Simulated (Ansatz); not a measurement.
Stepwise reaction of `C[SiH2]B(O)O` with hydrogen, as a gas-phase model of exchange steps in deposition or etching. ΔE in kJ/mol.

Isolated molecules relaxed with PBE0-D4/def2-TZVP in Ansatz; ΔE leaves out vibrations. CBS: MP2 limit from def2 TZ/QZ plus the TZ coupled-cluster correction, frozen cores. This one scheme is used for every species. Functionals use def2-TZVPP. B3LYP here is the variant with VWN-RPA as its local correlation; programs differ in this. Each species was taken in one conformer, which may not be the lowest.

| step | reaction | PBE-D4 | B3LYP-D4 | ωB97M-V | CCSD(T)/CBS |
| --- | --- | --- | --- | --- | --- |
| 2 | `C[SiH2]BO` + H₂ → `B[SiH2]C` + H₂O | 131.7 | 128.6 | 127.3 | 120.8 |

Q: Give the row of step 1, `C[SiH2]B(O)O` + H₂ → `C[SiH2]BO` + H₂O. (Best estimate.)

A: The calculation gave: 
```json
{"step": "1", "reaction": "`C[SiH2]B(O)O` + H₂ → `C[SiH2]BO` + H₂O", "PBE-D4": "115.2", "B3LYP-D4": "113.4", "ωB97M-V": "114.1", "CCSD(T)/CBS": "108.2"}
```

Q: By hand: ΔE of the 2 steps together at CCSD(T)/CBS.

A: (108.2) + (120.8) = 229.0 kJ/mol, or 114.5 kJ/mol a step.

In ΔE each step is higher than the one before. All are uphill at CCSD(T)/CBS. PBE-D4 differs from CCSD(T)/CBS by 7.0 to 10.9 kJ/mol a step. Isolated molecules leave out the surface, adducts and barriers. Largest T1 diagnostic: 0.013.
